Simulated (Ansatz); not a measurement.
Consider the substitution at a C–N bond: `BNC(=C)C` + `N=CS` → `C=C(C)SC=N` + `BN`.

Calculated with Ansatz (gas phase, PBE0-D4/def2-TZVP geometries, no zero-point term in ΔE). CCSD(T)/CBS adds triple-zeta CCSD(T) − MP2 to the extrapolated MP2 energy (def2 sets, frozen cores). This one scheme is used for every species. Functionals use def2-TZVPP. B3LYP here is the variant with VWN-RPA as its local correlation; programs differ in this. One conformer a species, not always the lowest.

```csv
level,ΔE (kJ/mol),difference from CCSD(T)/CBS
r2SCAN-D4,-1.1,2.9
PBE0-D4,0.3,4.3
B3LYP-D4,-0.6,3.4
ωB97M-V,-0.1,3.9
B2PLYP,-1.0,3.0
PBE0,2.2,6.2
HF/def2-TZVPP,7.8,11.8
MP2/def2-TZVPP,-6.7,-2.7
CCSD(T)/def2-TZVPP,-1.5,2.5
MP2/CBS(def2),-9.2,-5.2
CCSD(T)/CBS,-4.0,0
```

Largest T1 diagnostic among the species: 0.014.

In def2-TZVPP, CCSD(T) changes the Hartree–Fock value by −9.3 kJ/mol (the triples alone add −3.0 kJ/mol) and MP2 by −14.6 kJ/mol. The D4 term adds −3.1 kJ/mol with B3LYP and −1.9 kJ/mol with PBE0; it sums over pairs of atoms, weighted by their polarisabilities, and B3LYP, whose exchange is more repulsive, gets the larger term.
